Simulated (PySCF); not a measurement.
A calculated (UHF, PySCF 2.14, x2c-TZVPall, the spin-free X2C one-electron Hamiltonian (Gaussian nucleus)) atom or ion has these occupied shells.

| shell | electrons | orbital energy (eV) | rms radius, mean of both spins (bohr) |
| --- | --- | --- | --- |
| 1s α | 1 | -31990.7 | 0.0318 |
| 1s β | 1 | -31990.6 | 0.0318 |
| 2s α | 1 | -5019.4 | 0.130 |
| 2s β | 1 | -5019.4 | 0.130 |
| 2p α | 3 | -4504.0 | 0.116 |
| 2p β | 3 | -4503.9 | 0.116 |
| 3s α | 1 | -1056.3 | 0.343 |
| 3s β | 1 | -1056.2 | 0.343 |
| 3p α | 3 | -884.29 | 0.343 |
| 3p β | 3 | -884.08 | 0.343 |
| 3d α | 5 | -623.13 | 0.322 |
| 3d β | 5 | -623.06 | 0.322 |
| 4s α | 1 | -212.95 | 0.814 |
| 4s β | 1 | -212.55 | 0.814 |
| 4p α | 3 | -157.02 | 0.878 |
| 4p β | 3 | -156.56 | 0.878 |
| 4d α | 5 | -72.617 | 1.04 |
| 4d β | 5 | -72.277 | 1.04 |
| 5s α | 1 | -39.591 | 2.14 |
| 5s β | 1 | -34.550 | 2.14 |
| 5p α | 2 | -27.309 | 2.52 |

Task: Name the element and its charge.

Result: Te²⁺ (tellurium, charge +2), in [Kr] 4d10 5s2 5p2, high-spin 3P determinant.
